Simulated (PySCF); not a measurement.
HgI, SMILES [Hg][I] (connectivity only; charge and spin as stated), neutral, multiplicity 2.

Coordinates come from a PBE0-D3(BJ)/def2-TZVP optimisation. The spin state was assumed, not searched. The def2 effective core potentials stand for the cores of Hg, I; spin–orbit coupling is left out.

Two levels are set side by side: PBE/def2-TZVPD (PySCF) and M06-2X/def2-TZVPD (PySCF). Same geometry, gas phase. Differences are taken from unrounded values.

```
quantity                     M06-2X
---------------------------  ------
α-spin orbital gap (eV)        7.50
β-spin orbital gap (eV)        4.84
dipole moment (D)              2.50
mean polarisability (bohr³)    78.0
```

What does PBE give, and how far is it from M06-2X? (An estimate is asked for; the answer gives what the named calculation found.)


```tsv
quantity	PBE	PBE minus M06-2X
α-spin orbital gap (eV)	4.38	-3.12
β-spin orbital gap (eV)	1.13	-3.71
dipole moment (D)	2.03	-0.47
mean polarisability (bohr³)	77.8	-0.2
```

Rough cost on one machine, each run with all the roots and properties that it gave: M06-2X against PBE within a factor of 2.
